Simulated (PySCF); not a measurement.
YF2, SMILES [F][Y+][F], charge +1.

Geometry: PBE-D3(BJ)/def2-TZVP. The multiplicity is an assumed one; other spin states were not compared. The isomer is the one that the SMILES or the coordinates give; other isomers of the formula were not compared. The def2 effective core potentials stand for the cores of Y; spin–orbit coupling is left out.

Level of theory: PBE0/def2-TZVPD in PySCF.

Isolated molecule, no solvent.

Problem. Estimate the frontier levels, gap, dipole moment and polarisability. (The exact figures need the calculation; the answer reports its results.)

Solution. 
The highest occupied level comes out as -16.33 eV and the lowest empty level is -8.11 eV. The orbital gap is 8.21 eV and the dipole moment about the centre of nuclear charge comes out as 6.99 D. The mean static polarisability is 21.9 bohr³ (3.24 Å³). The polarisability, principal values comes out as 15.2, 20.8, 29.7 bohr³.
